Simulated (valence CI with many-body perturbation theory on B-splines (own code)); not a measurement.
Ni⁵⁺: calculated level list

Level of theory: valence CI with perturbative core correlation (CI+MBPT): five valence electrons over a frozen Dirac-Fock core [Ar], a basis of 7 s, 7 p, 8 d, 6 f, 4 g, 1 h functions for each j, with the one-electron correlation potential Σ1, the two-electron term Σ2, the three-electron term Σ3, Breit, model QED; selected CI, second order for the rest, scaled by the run's own slope (own B-spline code, finite nucleus).

Against 54 measured levels this calculation errs by 4620 cm⁻¹ on average and by 8907 at most. These come from a selection out of Corliss and Sugar, J. Phys. Chem. Ref. Data 10, 197 (1981). Levels without a partner in it may be off by more, other configurations by 1,000 to 8,000 cm⁻¹. Among the levels kept, up to 1300 cm⁻¹ of a level comes from second order outside the variational space, and about a tenth of that is noise between levels of different J, which matters for small intervals. The list stops below the first excitations out of the core.

Levels 46 to 90 of 98, with energies above the lowest level, 3d5 6S_5/2. "Leading %" is the weight of the configuration and term that name the level; weights of strongly mixed levels are sums over their largest components and can fall short. In the jj column 3d3/2^4 stands for four electrons in 3d with j = 3/2. Lifetimes count E1, E2, E3, M1 and M2 decay at the calculated energies, and are blank where another channel may lead or the interval is too uncertain; long ones can be off by a factor of two.

| No. | Configuration | Term | J | E (eV) | Leading % | Lifetime | Second component | Leading jj |
| --- | --- | --- | --- | --- | --- | --- | --- | --- |
| 46 | 3d4.4s | 4D | 7/2 | 37.485 | 98 | 8.22 μs |  | 3d3/2 3d5/2^3 4s (44 %) |
| 47 | 3d4.4s | 4H | 7/2 | 39.806 | 96 | 16.8 μs |  | 3d3/2^2 3d5/2^2 4s (40 %) |
| 48 | 3d4.4s | 4H | 9/2 | 39.840 | 95 | 16.8 μs |  | 3d3/2^2 3d5/2^2 4s (57 %) |
| 49 | 3d4.4s | 4P | 1/2 | 39.876 | 96 | 16.9 μs |  | 3d3/2^4 4s (45 %) |
| 50 | 3d4.4s | 4H | 11/2 | 39.887 | 96 | 16.7 μs |  | 3d3/2^2 3d5/2^2 4s (70 %) |
| 51 | 3d4.4s | 4H | 13/2 | 39.940 | 98 | 16.6 μs |  | 3d3/2 3d5/2^3 4s (52 %) |
| 52 | 3d4.4s | 4P | 3/2 | 40.065 | 96 | 16.8 μs |  | 3d3/2^3 3d5/2 4s (38 %) |
| 53 | 3d4.4s | 4F | 5/2 | 40.247 | 91 | 15.9 μs | 7 % 3d4.4s 4G | 3d3/2^2 3d5/2^2 4s (52 %) |
| 54 | 3d4.4s | 4F | 3/2 | 40.249 | 98 | 15.8 μs |  | 3d3/2^2 3d5/2^2 4s (51 %) |
| 55 | 3d4.4s | 4F | 7/2 | 40.260 | 87 | 15.8 μs | 10 % 3d4.4s 4G | 3d3/2^2 3d5/2^2 4s (46 %) |
| 56 | 3d4.4s | 4F | 9/2 | 40.279 | 87 | 15.5 μs | 7 % 3d4.4s 4G | 3d3/2^3 3d5/2 4s (38 %) |
| 57 | 3d4.4s | 4P | 5/2 | 40.351 | 97 | 16.8 μs |  | 3d3/2 3d5/2^3 4s (39 %) |
| 58 | 3d4.4s | 4G | 5/2 | 40.612 | 88 | 15.7 μs | 7 % 3d4.4s 4F | 3d3/2^2 3d5/2^2 4s (48 %) |
| 59 | 3d4.4s | 2H | 9/2 | 40.679 | 80 | 9.14 μs | 12 % 3d4.4s 4G | 3d3/2^2 3d5/2^2 4s (54 %) |
| 60 | 3d4.4s | 4G | 7/2 | 40.684 | 86 | 15.9 μs | 10 % 3d4.4s 4F | 3d3/2^2 3d5/2^2 4s (45 %) |
| 61 | 3d4.4s | 4G | 11/2 | 40.703 | 53 | 11.5 μs | 43 % 3d4.4s 2H | 3d3/2^2 3d5/2^2 4s (60 %) |
| 62 | 3d4.4s | 4G | 9/2 | 40.745 | 77 | 14.1 μs | 14 % 3d4.4s 2H | 3d3/2^2 3d5/2^2 4s (59 %) |
| 63 | 3d4.4s | 2P | 1/2 | 40.817 | 95 | 8.55 μs |  | 3d3/2^3 3d5/2 4s (32 %) |
| 64 | 3d4.4s | 2H | 11/2 | 40.847 | 54 | 10.7 μs | 43 % 3d4.4s 4G | 3d3/2 3d5/2^3 4s (80 %) |
| 65 | 3d4.4s | 2F | 7/2 | 41.110 | 85 | 8.85 μs | 12 % 3d4.4s 2G | 3d3/2^2 3d5/2^2 4s (35 %) |
| 66 | 3d4.4s | 2F | 5/2 | 41.133 | 94 | 8.97 μs |  | 3d3/2 3d5/2^3 4s (43 %) |
| 67 | 3d4.4s | 2P | 3/2 | 41.164 | 95 | 8.51 μs |  | 3d3/2 3d5/2^3 4s (39 %) |
| 68 | 3d4.4s | 2G | 7/2 | 41.522 | 90 | 8.53 μs | 8 % 3d4.4s 2F | 3d3/2^2 3d5/2^2 4s (55 %) |
| 69 | 3d4.4s | 2G | 9/2 | 41.611 | 96 | 8.11 μs |  | 3d3/2 3d5/2^3 4s (61 %) |
| 70 | 3d4.4s | 4D | 7/2 | 41.774 | 98 | 13.5 μs |  | 3d3/2 3d5/2^3 4s (48 %) |
| 71 | 3d4.4s | 4D | 5/2 | 41.799 | 97 | 13.5 μs |  | 3d3/2^2 3d5/2^2 4s (32 %) |
| 72 | 3d4.4s | 4D | 3/2 | 41.829 | 96 | 13.4 μs |  | 3d3/2^2 3d5/2^2 4s (38 %) |
| 73 | 3d4.4s | 4D | 1/2 | 41.849 | 97 | 13.4 μs |  | 3d3/2 3d5/2^3 4s (55 %) |
| 74 | 3d4.4s | 2I | 13/2 | 42.000 | 98 | 11.9 μs |  | 3d3/2^2 3d5/2^2 4s (52 %) |
| 75 | 3d4.4s | 2I | 11/2 | 42.007 | 97 | 11.9 μs |  | 3d3/2 3d5/2^3 4s (50 %) |
| 76 | 3d4.4s | 2G | 9/2 | 42.096 | 95 | 12.2 μs |  | 3d5/2^4 4s (30 %) |
| 77 | 3d4.4s | 2G | 7/2 | 42.115 | 93 | 11.7 μs | 4 % 3d4.4s 2F | 3d5/2^4 4s (36 %) |
| 78 | 3d4.4s | 2D | 5/2 | 42.615 | 97 | 8.62 μs |  | 3d3/2 3d5/2^3 4s (40 %) |
| 79 | 3d4.4s | 2D | 3/2 | 42.650 | 97 | 9.03 μs |  | 3d3/2^2 3d5/2^2 4s (38 %) |
| 80 | 3d4.4s | 2S | 1/2 | 42.737 | 96 | 11.7 μs |  | 3d3/2 3d5/2^3 4s (51 %) |
| 81 | 3d4.4s | 2D | 5/2 | 43.553 | 97 | 11.4 μs |  | 3d3/2^2 3d5/2^2 4s (34 %) |
| 82 | 3d4.4s | 2D | 3/2 | 43.567 | 97 | 10.8 μs |  | 3d3/2^2 3d5/2^2 4s (36 %) |
| 83 | 3d4.4s | 2F | 7/2 | 44.473 | 97 | 10.5 μs |  | 3d3/2 3d5/2^3 4s (55 %) |
| 84 | 3d4.4s | 2F | 5/2 | 44.473 | 97 | 10.9 μs |  | 3d3/2 3d5/2^3 4s (55 %) |
| 85 | 3d4.4s | 4P | 5/2 | 45.628 | 98 | 9.53 μs |  | 3d3/2^2 3d5/2^2 4s (57 %) |
| 86 | 3d4.4s | 4F | 9/2 | 45.682 | 98 | 9.92 μs |  | 3d3/2^2 3d5/2^2 4s (70 %) |
| 87 | 3d4.4s | 4F | 3/2 | 45.703 | 98 | 9.96 μs |  | 3d3/2^2 3d5/2^2 4s (57 %) |
| 88 | 3d4.4s | 4F | 7/2 | 45.710 | 97 | 9.94 μs |  | 3d3/2 3d5/2^3 4s (60 %) |
| 89 | 3d4.4s | 4F | 5/2 | 45.712 | 97 | 9.96 μs |  | 3d3/2 3d5/2^3 4s (54 %) |
| 90 | 3d4.4s | 4P | 3/2 | 45.810 | 97 | 9.48 μs |  | 3d3/2 3d5/2^3 4s (67 %) |

Names give the largest LS component (configuration and term), which can be under half, so a name can repeat, a term be missing and a line seem to break the LS rules; names also repeat where a configuration has a term twice.

Where two levels of one J and parity lie close, their mixing, g and order are uncertain.
